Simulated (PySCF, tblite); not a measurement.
Species: C8H12O.
SMILES with atom numbers: `[CH2:1]=[C:2]([CH3:3])[C:4]1=[C:5]([CH2:6][O:7][CH3:8])[CH2:9]1` (hydrogens: H10, H11 on C1; H12, H13, H14 on C3; H15, H16 on C6; H17, H18, H19 on C8; H20, H21 on C9)

Jobs on this species (21 atoms, 68 electrons) with PySCF (density fitting) and tblite. Hardware of each: one thread of an Arm Neoverse N1, on a shared host. The host was shared with other jobs, so the times are rough.

```json
{"level and settings": "GFN2-xTB", "work": "L-BFGS relaxation", "basis functions": "–", "SCF cycles": "–", "wall time": "0.79 s"}
{"level and settings": "PBE0/pcSseg-1", "work": "shieldings, ring-centre shieldings, charges and field gradients, density and orbital grids written", "basis functions": "213", "SCF cycles": "?", "wall time": "?"}
{"level and settings": "GFN2-xTB", "work": "Hessian by finite differences", "basis functions": "–", "SCF cycles": "–", "wall time": "1.2 s"}
```

Fill in the missing figures.

- PBE0/pcSseg-1; shieldings, ring-centre shieldings, charges and field gradients, density and orbital grids written: 73 s, 13 SCF cycles

What do all jobs in the table cost together?

About 75 s; the longest takes about 97 % of that, and about 92 times as long as the shortest.
